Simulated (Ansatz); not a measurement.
The cluster Cu2F2⁻. Total charge -1; doublet. Geometry PBE-D4/def2-SVP, that of the neutral singlet.

```csv
atom,x (Å),y (Å),z (Å)
Cu1,-0.342,0.470,-0.216
Cu2,0.904,-1.368,0.587
F3,-1.926,0.414,-0.946
F4,1.365,0.484,0.576
```

At PBE-D4/def2-TZVPD, r2SCAN-D4/def2-TZVPD the highest occupied level of the charge -1 doublet lies above zero (up to 0.57 eV). By energy differences its removal costs 2.03 eV (vertical, to the charge 0 singlet, at PBE-D4/def2-TZVPD); a positive level beside a positive removal energy at the same level points to self-interaction error. Another isomer (singlet) lies 0.08 eV lower at PBE0-D4/def2-TZVP.

**Question.** Estimate the α-spin orbital energies around the gap (eV) in Ansatz with PBE-D4/def2-TZVPD, r2SCAN-D4/def2-TZVPD, PBE0-D4/def2-TZVPD.

**Answer.** 
```json
{"orbital": "HOMO−5", "PBE-D4/def2-TZVPD": "-0.78", "r2SCAN-D4/def2-TZVPD": "-0.89", "PBE0-D4/def2-TZVPD": "-2.68"}
{"orbital": "HOMO−4", "PBE-D4/def2-TZVPD": "-0.69", "r2SCAN-D4/def2-TZVPD": "-0.81", "PBE0-D4/def2-TZVPD": "-2.66"}
{"orbital": "HOMO−3", "PBE-D4/def2-TZVPD": "-0.68", "r2SCAN-D4/def2-TZVPD": "-0.80", "PBE0-D4/def2-TZVPD": "-2.63"}
{"orbital": "HOMO−2", "PBE-D4/def2-TZVPD": "-0.64", "r2SCAN-D4/def2-TZVPD": "-0.78", "PBE0-D4/def2-TZVPD": "-2.56"}
{"orbital": "HOMO−1", "PBE-D4/def2-TZVPD": "-0.29", "r2SCAN-D4/def2-TZVPD": "-0.41", "PBE0-D4/def2-TZVPD": "-2.04"}
{"orbital": "HOMO", "PBE-D4/def2-TZVPD": "0.57", "r2SCAN-D4/def2-TZVPD": "0.35", "PBE0-D4/def2-TZVPD": "-0.10"}
{"orbital": "LUMO", "PBE-D4/def2-TZVPD": "2.74", "r2SCAN-D4/def2-TZVPD": "3.03", "PBE0-D4/def2-TZVPD": "3.36"}
{"orbital": "LUMO+1", "PBE-D4/def2-TZVPD": "2.94", "r2SCAN-D4/def2-TZVPD": "3.16", "PBE0-D4/def2-TZVPD": "3.42"}
{"orbital": "LUMO+2", "PBE-D4/def2-TZVPD": "3.11", "r2SCAN-D4/def2-TZVPD": "3.37", "PBE0-D4/def2-TZVPD": "3.62"}
{"orbital": "LUMO+3", "PBE-D4/def2-TZVPD": "3.72", "r2SCAN-D4/def2-TZVPD": "4.17", "PBE0-D4/def2-TZVPD": "4.19"}
{"orbital": "LUMO+4", "PBE-D4/def2-TZVPD": "4.20", "r2SCAN-D4/def2-TZVPD": "4.59", "PBE0-D4/def2-TZVPD": "4.68"}
{"orbital": "LUMO+5", "PBE-D4/def2-TZVPD": "4.28", "r2SCAN-D4/def2-TZVPD": "4.71", "PBE0-D4/def2-TZVPD": "4.81"}
{"orbital": "β HOMO", "PBE-D4/def2-TZVPD": "-0.10", "r2SCAN-D4/def2-TZVPD": "-0.14", "PBE0-D4/def2-TZVPD": "-1.63"}
{"orbital": "β LUMO", "PBE-D4/def2-TZVPD": "1.39", "r2SCAN-D4/def2-TZVPD": "1.69", "PBE0-D4/def2-TZVPD": "2.37"}
```
